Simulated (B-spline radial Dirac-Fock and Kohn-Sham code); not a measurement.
Tm 4p1/2: cross section and angular parameters

System: the free thulium atom, configuration 1s2 2s2 2p6 3s2 3p6 3d10 4s2 4p6 4d10 4f13 5s2 5p6 6s2; threshold 385.9 eV (tabulated edge). Calculated with a radial B-spline solver, using Dirac-Hartree-Slater photoionisation with a Latter tail; cross sections with all multipoles, angular parameters from the dipole term and its interference with E2.

For linearly polarised light dσ/dΩ = σ/(4π) [1 + β P₂(cos θ) + (δ + γ cos²θ) sin θ cos φ], with θ from the polarisation vector and φ the angle between the beam and the projection of the electron momentum on the plane normal to the polarisation.

| hν (eV) | σ (kb) | β | γ | δ |
| --- | --- | --- | --- | --- |
| 400 | 67.9 | -0.931 | -0.164 | 0.094 |
| 428 | 66.6 | -0.673 | -0.018 | 0.030 |
| 536 | 64.3 | 0.310 | -0.093 | 0.089 |
| 565 | 63.6 | 0.482 | -0.016 | 0.087 |
| 571 | 63.4 | 0.513 | 0.001 | 0.086 |
| 600 | 62.5 | 0.649 | 0.077 | 0.081 |
| 661 | ? | ? | ? | ? |
| 712 | 57.9 | 1.011 | 0.292 | 0.058 |
| 894 | 48.9 | 1.307 | 0.403 | 0.031 |
| 1110 | 39.4 | 1.475 | 0.367 | 0.015 |
| 1140 | 38.2 | 1.491 | 0.356 | 0.014 |
| 2430 | 13.1 | 1.688 | 0.004 | -0.003 |
| 2984.4 | 9.16 | 1.692 | -0.019 | -0.003 |
| 3270 | 7.76 | 1.689 | -0.012 | -0.004 |
| 4300 | 4.62 | 1.669 | 0.071 | -0.003 |
| 6000 | 2.35 | 1.624 | 0.296 | 0.001 |
| 6150 | 2.23 | 1.620 | 0.318 | 0.001 |
| 11000 | 0.598 | 1.493 | 0.977 | 0.025 |
| 15000 | 0.279 | 1.408 | 1.417 | 0.051 |

Problem. Give the values at 661 eV.

Solution. σ = 60.2 kb, β = 0.874, γ = 0.211, δ = 0.069.
